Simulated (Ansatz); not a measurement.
Cost and result for the atomization energy of CdH2S2 (`[SH][Cd][SH]`) (5 atoms, 4 bonds).

Cartesian coordinates in Å:
```
S 1.9799 -0.8237 1.0005
Cd 0.2328 0.0642 -0.2693
S -1.4868 0.9597 -1.5710
H 1.6123 -0.1634 2.1122
H -2.3382 -0.0368 -1.2724
```

The species carries charge 0 and has multiplicity 1. Correlated methods include outer-core shells of Cd, which these sets cover unevenly. Cd takes the def2 core potential. The structure was optimised at the PBE0-D4/def2-TZVP level. It is one conformer, not always the lowest. Program: Ansatz. All runs use 2 threads of a server CPU on a shared host. Times are those of one run each, without the atoms' runs, and a repeat can differ threefold. Electronic energies, without spin–orbit coupling; frozen cores. CCSD(T)/CBS adds CCSD(T) − MP2 in def2-TZVPP to the MP2 limit, and its time is that of the two runs behind it. T1 = 0.013. With those shells the extrapolation isn't a true limit. B3LYP takes the VWN-RPA correlation (the form of Gaussian; ORCA's B3LYP/G).

CCSD(T)/CBS is a level of theory with its own doubt, some kJ/mol a heavy atom from the limit and from the frozen cores, so smaller differences don't rank the functionals.

```tsv
level	functions	wall time
revPBE-D4/def2-TZVPP	168	1.7 s
BLYP-D4/def2-TZVPP	168	1.8 s
BHLYP-D4/def2-TZVPP	168	2.7 s
CCSD(T)/def2-SVP	77	3.1 s
B3LYP-D4/def2-TZVPP (with forces)	168	3.2 s
B2PLYP/def2-TZVPP	168	4.7 s
PBE-QIDH/def2-TZVPP	168	4.7 s
r2SCANh-D4/def2-TZVPP	168	5.5 s
ωB97X-V/def2-TZVPP	168	7 s
MP2/def2-QZVPP	288	9.5 s
ωB97M-V/def2-TZVPP (with forces)	168	11 s
CCSD(T)/def2-TZVPP	168	73 s
CCSD(T)/CBS(def2)	–	83 s
```

Question: What atomization energy does each give, and how far from CCSD(T)/CBS? (Estimate.)

Answer: The calculation gave: 
```json
{"level": "revPBE-D4/def2-TZVPP", "atomization (kcal/mol)": "268.4", "difference from CCSD(T)/CBS": "-6.7", "per bond": "-1.7"}
{"level": "BLYP-D4/def2-TZVPP", "atomization (kcal/mol)": "264.7", "difference from CCSD(T)/CBS": "-10.4", "per bond": "-2.6"}
{"level": "BHLYP-D4/def2-TZVPP", "atomization (kcal/mol)": "262.2", "difference from CCSD(T)/CBS": "-12.9", "per bond": "-3.2"}
{"level": "CCSD(T)/def2-SVP", "atomization (kcal/mol)": "247.0", "difference from CCSD(T)/CBS": "-28.1", "per bond": "-7.0"}
{"level": "B3LYP-D4/def2-TZVPP (with forces)", "atomization (kcal/mol)": "267.5", "difference from CCSD(T)/CBS": "-7.6", "per bond": "-1.9"}
{"level": "B2PLYP/def2-TZVPP", "atomization (kcal/mol)": "264.2", "difference from CCSD(T)/CBS": "-10.9", "per bond": "-2.7"}
{"level": "PBE-QIDH/def2-TZVPP", "atomization (kcal/mol)": "272.1", "difference from CCSD(T)/CBS": "-3.0", "per bond": "-0.8"}
{"level": "r2SCANh-D4/def2-TZVPP", "atomization (kcal/mol)": "276.5", "difference from CCSD(T)/CBS": "1.4", "per bond": "0.3"}
{"level": "ωB97X-V/def2-TZVPP", "atomization (kcal/mol)": "280.8", "difference from CCSD(T)/CBS": "5.7", "per bond": "1.4"}
{"level": "MP2/def2-QZVPP", "atomization (kcal/mol)": "272.7", "difference from CCSD(T)/CBS": "-2.4", "per bond": "-0.6"}
{"level": "ωB97M-V/def2-TZVPP (with forces)", "atomization (kcal/mol)": "280.4", "difference from CCSD(T)/CBS": "5.3", "per bond": "1.3"}
{"level": "CCSD(T)/def2-TZVPP", "atomization (kcal/mol)": "261.6", "difference from CCSD(T)/CBS": "-13.5", "per bond": "-3.4"}
{"level": "CCSD(T)/CBS(def2)", "atomization (kcal/mol)": "275.1", "difference from CCSD(T)/CBS": "0.0", "per bond": "0.0"}
```

From PBE to PBE0 (25 % exact exchange), in def2-TZVPP and without D4, the atomization energy moves by −2.4 kcal/mol: exact exchange takes away binding that semilocal exchange gives to molecules. The D4 term adds +4.4 kcal/mol with B3LYP and +2.3 kcal/mol with PBE0; it sums over pairs of atoms, weighted by their polarisabilities, and B3LYP, whose exchange is more repulsive, gets the larger term. Leaving LDA and LC-ωPBE aside and taking each functional with its dispersion term where it has one, the values spread over 18.6 kcal/mol, from BHLYP-D4 to ωB97X-V. LDA lies +46.8 kcal/mol from PBE without D4, its usual overbinding.
